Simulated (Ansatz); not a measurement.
Relaxation of FGeH8NO (12 atoms, charge 0, multiplicity 1), to a largest force component of 0.03 eV/Å in at most 50 steps.

Method: RKS BHLYP/def2-SVP (Ansatz).

```xyz
12
Properties=species:S:1:pos:R:3
Ge -1.931 -0.524 -0.850
F -0.588 0.603 -1.015
H -1.339 -1.919 -0.711
H -2.749 -0.060 0.349
H -2.712 -0.356 -2.155
H 0.600 -0.031 0.971
O 0.034 -0.463 1.620
H 1.573 0.704 -0.755
N 2.447 0.684 -0.239
H -0.328 0.265 2.125
H 2.394 1.340 0.527
H 2.598 -0.243 0.134
```

Q: Where does it end, and by what steps?

A: The forces met the threshold. After 9 steps the energy has fallen by 0.016 eV; O7 moved furthest, 0.14 Å.

| step | energy less start (eV) | largest force component (eV/Å) | accepted |
| --- | --- | --- | --- |
| 0 | 0.0000 | 0.211 | yes |
| 1 | 0.0333 | 1.491 | no |
| 2 | -0.0068 | 0.539 | yes |
| 3 | -0.0121 | 0.399 | yes |
| 4 | -0.0142 | 0.167 | yes |
| 5 | -0.0151 | 0.065 | yes |
| 6 | -0.0154 | 0.066 | yes |
| 7 | -0.0156 | 0.054 | yes |
| 8 | -0.0158 | 0.041 | yes |
| 9 | -0.0158 | 0.025 | yes |

```xyz
12
Properties=species:S:1:pos:R:3
Ge -1.868 -0.515 -0.811
F -0.549 0.614 -1.052
H -1.272 -1.903 -0.645
H -2.692 -0.019 0.368
H -2.665 -0.401 -2.115
H 0.628 -0.043 0.984
O -0.059 -0.446 1.520
H 1.494 0.772 -0.700
N 2.390 0.688 -0.240
H -0.366 0.262 2.083
H 2.408 1.264 0.588
H 2.552 -0.273 0.021
```

Whether the end is a true minimum wasn't checked by a vibrational analysis.

The run took 64 s on 2 threads of Arm Neoverse N1, on a shared host, peak memory 0.26 GiB.
